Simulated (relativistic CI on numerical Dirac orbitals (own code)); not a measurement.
**d1 to d9 in one octahedral field**

Computed with a parametric ligand-field model without spin-orbit coupling, by exact diagonalisation: B = 910, C = 4070, 10Dq = 29900 cm⁻¹ (Oh; |10Dq|/B = 32.9) for every shell. Energies in cm⁻¹; the field energy is (0.6 n_e − 0.4 n_t2) × 10Dq of the ground term; g labels are left out.

| Shell | Ground term | Electrons in e | Field energy | First spin-allowed bands | Lowest term of other spin |
| --- | --- | --- | --- | --- | --- |
| d1 | 2T2 | 0.000 | -11960 | 2E 29900 |  |
| d2 | 3T1 | 0.019 | -23341 | 3T2 27937, 3T1 39624 | 1T2 14028 |
| d3 | 4A2 | 0.000 | -35880 | 4T2 29900, 4T1 39524 | 2E 19114 |
| d4 | 3T1 | 0.031 | -46910 | 3E 26321, 3T1 27374 | 5E 5429 |
| d5 | 2T2 | 0.055 | -58147 | 2A2 25214, 2T1 25523 | 6A1 8092 |
| d6 | 1A1 | 0.042 | -70498 | 1T1 27249, 1T2 39215 | 3T1 18539 |
| d7 | 2E | 1.031 | -52906 | 2T1 27025, 2T2 27946 | 4T1 10534 |
| d8 | 3A2 | 2.000 | -35880 | 3T2 29900, 3T1 39524 | 1E 15257 |
| d9 | 2E | 3.000 | -17940 | 2T2 29900 |  |

Low spin: d4, d5, d6, d7; the other shells keep the spin of the free ion. Only d4 to d7 can choose; the field needed to pair spins is smallest for d6 and largest for d5, which loses most exchange energy. In the strong-field picture 10Dq must exceed about 6B + 5C = 25810 (d4), 7.5B + 5C = 27175 (d5), 2.5B + 4C = 18555 (d6) and 4B + 4C = 19920 (d7); mixing of terms shifts these bounds somewhat.
